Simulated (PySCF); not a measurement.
Run record: geometry optimisation, SbMe3, `[CH3][Sb]([CH3])[CH3]`.

Computed with PBE0-D3(BJ)/def2-SVP geometry optimisation, gas phase, def2 core potentials past Kr (PySCF 2.14.0). Start geometry: GFN2-xTB. The input is one job of a driver script: a line of settings, then coordinates in Å.

Input:
```
{"job": {"xc": "PBE0", "basis": "def2-SVP", "d3": "d3bj", "grid": 1, "maxiter": 30, "shake": 0.03, "kind": "geom"}, "charge": 0, "multiplicity": 1}
Sb     0.073750    -0.072010     1.238190
C      1.805560    -0.017790     0.026370
H      2.391230     0.826490     0.284380
H      1.666000     0.079700    -1.028840
H      2.361680    -0.944520     0.171420
C     -0.920520     1.590290     0.041770
H     -0.773720     1.347960    -1.006480
H     -0.390010     2.543440     0.250380
H     -1.967140     1.660820     0.353980
C     -0.918800    -1.578450     0.088110
H     -2.006960    -1.585690     0.260350
H     -0.485360    -2.529640     0.368040
H     -0.805080    -1.372720    -1.025470
```

Output:
```
step   0  E = -359.73994868  max force = 0.029498
step   1  E = -359.74879634  max force = 0.006743
step   2  E = -359.74955253  max force = 0.003775
step   3  E = -359.74966164  max force = 0.001280
step   4  E = -359.74967525  max force = 0.000392
optimisation converged
```

Energies in Eh; «max force» is the largest Cartesian gradient component in Eh/bohr.

How much energy does the optimisation release, in kcal/mol?

E(step 0) − E(last step) = 0.009727 Eh, which is 6.1 kcal/mol.

Give the first gradient maximum in eV/Å.

With 1 Eh/bohr = 51.422 eV/Å, 1.517 eV/Å.

Main results: final energy -359.74968 Eh after 4 steps; dipole 0.62 D.

Where do the atoms end?

0.057 Å rms from the input after alignment:
```
atom  x, y, z in Å
Sb1    0.0279   -0.0077    1.2050
C2     1.8433   -0.0178    0.0132
H3     2.4714    0.8428    0.2842
H4     1.5954    0.0345   -1.0566
H5     2.4111   -0.9386    0.2107
C6    -0.9021    1.5921    0.0688
H7    -0.8210    1.3862   -1.0086
H8    -0.4048    2.5468    0.2941
H9    -1.9638    1.6768    0.3423
C10   -0.9305   -1.5869    0.0619
H11   -2.0084   -1.5963    0.2799
H12   -0.5093   -2.5630    0.3422
H13   -0.7785   -1.4213   -1.0150
```

Time: 23 s wall; peak memory 0.45 GiB. Hardware: one thread of an Arm Neoverse V2, shared host with 96 logical CPUs at a one-minute load of 46.
Labels such as C1 count atoms from 1, the log's own numbers from 0.
